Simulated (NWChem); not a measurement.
System: BNH3OCl; SMILES ClB(N)O

Here is an NWChem input.

```
start job
memory heap 200 mb stack 900 mb global 1100 mb
geometry units angstroms noautosym nocenter noautoz
  B     -0.025625     0.458440     0.000000
  Cl    -0.034958    -1.335410     0.000000
  O     -1.200504     1.140421     0.000000
  H     -1.964826     0.557953     0.000000
  N      1.197374     1.132495     0.000000
  H      1.243877     2.142222     0.000000
  H      2.087718     0.658848     0.000000
end
basis spherical
  B library pcsseg-1
  Cl library pcsseg-1
  O library pcsseg-1
  H library pcsseg-1
  N library pcsseg-1
end
dft
  xc pbe0
  iterations 150
end
property
  shielding
  efieldgrad
end
task dft property
```

All runs use the structure optimised with PBE0/def2-SVP.

GIAO values for the isolated, static molecule; σ is the absolute isotropic shielding, δ = σ(reference) − σ with the isolated reference molecule computed at the same levels (11B: boron trifluoride, 1H: tetramethylsilane, 15N: ammonia, 17O: water).

Atoms are numbered as in the input.

Q: Give the results of this calculation. (PBE0/pcSseg-1, GIAO.) Quantities: δ B1 (ppm); σ Cl2 (ppm); δ O3 (ppm); δ H4 (ppm); δ N5 (ppm); δ H6 (ppm); δ H7 (ppm).

A: 
| Quantity | Result |
|---|---|
| δ B1 (ppm) | 13.9 |
| σ Cl2 (ppm) | 891.3 |
| δ O3 (ppm) | 120.8 |
| δ H4 (ppm) | 3.39 |
| δ N5 (ppm) | 70.7 |
| δ H6 (ppm) | 2.63 |
| δ H7 (ppm) | 2.51 |
